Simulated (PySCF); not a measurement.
Job file and geometry (Å, from PBE0-D3(BJ)/def2-SVP) of an NMR shielding run on `CCC1=C[PH2+]C=C1C(C)C`, [C9H16P]+, PySCF 2.14.0, density-fitted response routines, GIAO PBE0/pcSseg-1 NMR shielding, non-relativistic, gas phase; density fitting, a coarse starting grid and PySCF grid level 2 are the driver's defaults:

```
$ OMP_NUM_THREADS=1 python probes_run.py task.json out

{"job": {"kind": "nmr", "xc": "PBE0", "basis": "pcSseg-1"}, "charge": 1, "multiplicity": 1}
C      2.954531    -1.398629    -0.422514
C      1.452999    -1.187875    -0.428974
C      0.990055     0.198856    -0.139080
C      1.819447     1.255772     0.038975
P      0.806689     2.692436     0.248258
C     -0.746089     1.854104     0.107869
C     -0.481698     0.536993    -0.070870
C     -1.533685    -0.530181    -0.137494
C     -1.672746    -1.183695     1.247746
C     -2.877900    -0.021667    -0.641866
H      3.189528    -2.449852    -0.635869
H      3.455088    -0.789366    -1.190176
H      3.393641    -1.154557     0.556566
H      0.961067    -1.869215     0.286467
H      1.028373    -1.469156    -1.410779
H      2.908024     1.244618     0.017103
H      1.026234     3.682840    -0.734991
H      0.983963     3.361821     1.479587
H     -1.727264     2.321243     0.180790
H     -1.168158    -1.299731    -0.838084
H     -2.376291    -2.026449     1.188466
H     -0.720093    -1.569094     1.638898
H     -2.068049    -0.458660     1.974841
H     -2.786327     0.482892    -1.614813
H     -3.573080    -0.864174    -0.762766
H     -3.342121     0.676028     0.072544
```

Q: Write the output of this run.

A: 
```
coarse grid: 21320 points
cycle   1  E = -692.9121832898  dE =  1.479e+00  |g| = 5.043e-01  |ddm| = 4.626e+00
cycle   2  E = -692.9026010492  dE =  9.582e-03  |g| = 5.462e-01  |ddm| = 1.195e+00
cycle   3  E = -692.9823361929  dE = -7.974e-02  |g| = 6.150e-02  |ddm| = 6.270e-01
cycle   4  E = -692.9826468009  dE = -3.106e-04  |g| = 5.178e-02  |ddm| = 1.127e-01
cycle   5  E = -692.9833009797  dE = -6.542e-04  |g| = 9.809e-03  |ddm| = 5.705e-02
cycle   6  E = -692.9833260183  dE = -2.504e-05  |g| = 2.617e-03  |ddm| = 1.293e-02
cycle   7  E = -692.9833275256  dE = -1.507e-06  |g| = 6.813e-04  |ddm| = 2.671e-03
final grid: 198752 points
cycle   8  E = -693.0465419121  dE = -7.980e-05  |g| = 1.056e-02  |ddm| = 6.203e-02
cycle   9  E = -693.0465268743  dE =  1.504e-05  |g| = 1.283e-02  |ddm| = 2.305e-02
cycle  10  E = -693.0465704513  dE = -4.358e-05  |g| = 2.305e-03  |ddm| = 1.481e-02
cycle  11  E = -693.0465717993  dE = -1.348e-06  |g| = 4.014e-04  |ddm| = 2.597e-03
cycle  12  E = -693.0465718375  dE = -3.819e-08  |g| = 8.048e-05  |ddm| = 4.421e-04
cycle  13  E = -693.0465718386  dE = -1.053e-09  |g| = 4.670e-05  |ddm| = 1.225e-04
cycle  14  E = -693.0465718391  dE = -5.348e-10  |g| = 1.065e-05  |ddm| = 5.138e-05
converged SCF energy = -693.0465718391

GIAO shielding tensors (ppm)
atom      isotropic    diamagn.    paramagn.     s11        s22        s33       span
  0 C      173.706     245.645     -71.939    168.134    169.462    183.521     15.387
  1 C      153.613     248.257     -94.644    138.437    158.797    163.606     25.170
  2 C       -7.970     266.662    -274.632   -140.180     -4.483    120.752    260.932
  3 C       84.532     263.009    -178.477     -9.988    108.839    154.746    164.734
  4 P      366.706     969.638    -602.931    273.978    359.828    466.313    192.335
  5 C       85.458     262.602    -177.144     -9.510    110.297    155.586    165.097
  6 C      -13.914     267.021    -280.935   -153.973     -7.068    119.298    273.272
  7 C      148.842     245.535     -96.693    130.351    155.951    160.223     29.872
  8 C      158.034     248.534     -90.500    140.468    150.531    183.104     42.636
  9 C      163.488     247.019     -83.531    149.716    155.836    184.913     35.197
 10 H       29.329      25.695       3.634     23.987     26.949     37.052     13.064
 11 H       29.788      28.764       1.024     25.465     27.849     36.051     10.586
 12 H       29.851      29.031       0.820     25.822     27.735     35.996     10.173
 13 H       28.335      32.610      -4.275     21.647     29.188     34.169     12.522
 14 H       28.551      31.845      -3.293     22.610     29.577     33.467     10.857
 15 H       25.243      33.451      -8.208     21.083     26.154     28.494      7.411
 16 H       24.473      26.511      -2.038     20.544     21.188     31.689     11.145
 17 H       24.468      26.659      -2.191     20.679     21.163     31.561     10.882
 18 H       25.215      34.059      -8.844     20.976     25.749     28.921      7.945
 19 H       28.411      34.325      -5.914     23.181     28.426     33.627     10.445
 20 H       29.406      29.347       0.060     25.286     26.447     36.486     11.199
 21 H       29.953      32.123      -2.170     24.620     30.105     35.135     10.515
 22 H       30.427      31.276      -0.848     26.819     28.722     35.741      8.923
 23 H       29.893      30.129      -0.236     25.747     27.270     36.662     10.915
 24 H       29.486      27.881       1.605     24.746     27.099     36.613     11.868
 25 H       29.838      30.642      -0.804     26.177     28.426     34.910      8.734
```

Q: Turn these shieldings into chemical shifts. Scale: ¹³C (184.41 ppm) and ¹H (31.27 ppm) against TMS; ³¹P (310.13 ppm) against H3PO4 (reference shieldings calculated alike).

A: Averaging equivalent atoms: C 6: 198.3; C 2: 192.4; C 3: 99.9; C 5: 99.0; C 7: 35.6; C 1: 30.8; C 8/9: 23.6; C 0: 10.7; P 4: -56.6; H 16/17: 6.80; H 18: 6.05; H 15: 6.02; H 19: 2.86; H 13/14: 2.82; H 10/11/12: 1.61; H 20/21/22/23/24/25: 1.43 ppm. Experimental scales use liquid or dissolved standards, which lie at an offset from isolated H3PO4.

Size and cost of the density-fitted run: 257 basis functions, 84 s wall time on 1 thread of an Arm Neoverse V2, shared host; peak memory 1.2 GiB.
